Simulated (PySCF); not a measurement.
Does the answer move with the share of exact exchange?

Compound: C4H6AlF.
Z-matrix (Å and degrees, PBE0-D3(BJ)/def2-SVP geometry), rows numbered from 1:
```
C 
C   1  1.3406
C   2  1.4645  1  125.23
C   3  1.3515  2  120.28  1   180.00
Al  3  1.9481  2  124.62  1    -1.10
F   5  1.6700  3  114.38  2   177.38
H   1  1.0952  2  121.72  3     0.13
H   1  1.0926  2  121.54  3   179.96
H   2  1.0995  1  118.50  3   179.85
H   4  1.0992  3  121.74  2    -0.05
H   4  1.0949  3  122.06  2   179.88
H   5  1.5795  3  129.32  2    -3.13
```

PySCF, pcSseg-1 basis, density fitting, gas phase, PBE0-D3(BJ)/def2-SVP geometry. One functional is left out:

```json
{"functional": "B97-D", "exact exchange (%)": "0", "HOMO energy (eV)": "-6.01", "LUMO energy (eV)": "-2.23", "dipole moment (D)": "1.706"}
{"functional": "BLYP", "exact exchange (%)": "0", "HOMO energy (eV)": "-5.91", "LUMO energy (eV)": "-2.19", "dipole moment (D)": "1.687"}
{"functional": "BP86", "exact exchange (%)": "0", "HOMO energy (eV)": "-6.21", "LUMO energy (eV)": "-2.44", "dipole moment (D)": "1.713"}
{"functional": "LDA", "exact exchange (%)": "0", "HOMO energy (eV)": "-6.32", "LUMO energy (eV)": "-2.59", "dipole moment (D)": "1.770"}
{"functional": "OPBE", "exact exchange (%)": "0", "HOMO energy (eV)": "-6.07", "LUMO energy (eV)": "-2.22", "dipole moment (D)": "1.711"}
{"functional": "PBE", "exact exchange (%)": "0", "HOMO energy (eV)": "-6.11", "LUMO energy (eV)": "-2.36", "dipole moment (D)": "1.708"}
{"functional": "B3LYP", "exact exchange (%)": "20", "HOMO energy (eV)": "-6.85", "LUMO energy (eV)": "-1.68", "dipole moment (D)": "1.761"}
{"functional": "PBE0", "exact exchange (%)": "25", "HOMO energy (eV)": "-7.08", "LUMO energy (eV)": "-1.49", "dipole moment (D)": "1.793"}
{"functional": "mPW1PW91", "exact exchange (%)": "25", "HOMO energy (eV)": "-7.10", "LUMO energy (eV)": "-1.51", "dipole moment (D)": "1.799"}
{"functional": "BHandHLYP", "exact exchange (%)": "50", "HOMO energy (eV)": "-7.86", "LUMO energy (eV)": "-0.58", "dipole moment (D)": "1.834"}
```

Question: Predict the row of B97-2 (21 % exact exchange) by straight lines through the other rows, and check it.

Answer: 
```
         property   line  computed  computed − line  B3LYP (20 %), for comparison
 HOMO energy (eV)  -6.88     -6.83            +0.05                         -6.85
 LUMO energy (eV)  -1.62     -1.50            +0.12                         -1.68
dipole moment (D)  1.771     1.778           +0.007                         1.761
```

Question: Which of these properties follows the share of exact exchange most closely, and which least?

Answer: Most closely the HOMO energy, least the dipole moment; the correlations over the tabulated rows are HOMO energy -0.984, LUMO energy 0.981, dipole moment 0.891. The HOMO energy moves by -0.363 eV for every 10 %. Functionals with the same share still differ in their other parts: at 0 % BLYP and LDA differ by 0.41 eV in it.
